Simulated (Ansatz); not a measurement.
Species: C$_{2}$HClF$_{2}$, charge 0, multiplicity 1. 
Structure (B3LYP-D3(BJ)/def2-TZVP (Ansatz, a first-principles code) minimum search):
```
C
F 1 1.3142
C 1 1.3211 2 125.89
F 1 1.3214 2 110.95 3 180.00
H 3 1.0772 1 120.39 2 -180.00
Cl 3 1.7210 5 117.15 1 -180.00
```

Basis-set convergence of Hartree-Fock and CCSD(T) correlation energies (hartree) with Ansatz. Cores are frozen in the correlated levels unless marked. Spin-orbit coupling is left out. Non-relativistic.

| basis | functions | E(HF) | E(corr, CCSD(T)) | rough core time |
|---|---|---|---|---|
| aug-cc-pV(D+d)Z | 133 | -734.69129 | -0.87324 | 21 s |
| aug-cc-pV(T+d)Z | 262 | ? | ? | 3.0 min |

What belongs in the gaps?


- aug-cc-pV(T+d)Z, E(HF): -734.78062
- aug-cc-pV(T+d)Z, E(corr, CCSD(T)): -1.08304
